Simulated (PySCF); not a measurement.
WH₅, SMILES [WH5] (connectivity only; charge and spin as stated), neutral, multiplicity 2. Coordinates come from a PBE-D3(BJ)/def2-TZVPD optimisation. The spin state was assumed, not searched. The def2 effective core potentials stand for the cores of W; spin–orbit coupling is left out.

These are PBE-D3(BJ)/def2-TZVPD in PySCF values and carry that method's errors.

Harmonic wavenumbers (cm⁻¹): 251, 269, 433, 857, 929, 989, 1000, 1924, 1925, 1972, 1980, 2012. Rotational constants (GHz): 57.47, 49.65, 49.26; symmetry number 2.

Q: Work out the zero-point energy and the ideal-gas rigid-rotor harmonic-oscillator thermochemistry at 298.15 K and 1 atm.

A: ZPE = ½ Σ hcν = ½ × 14542 cm⁻¹ = 86.98 kJ/mol. H − E(el) = 100.61 kJ/mol. Entropy in J/(mol K): translation 174.11, rotation 71.12, vibration 19.52, spin 5.76, total 270.51. G − E(el) = 19.96 kJ/mol. Cp = 61.50 J/(mol K).
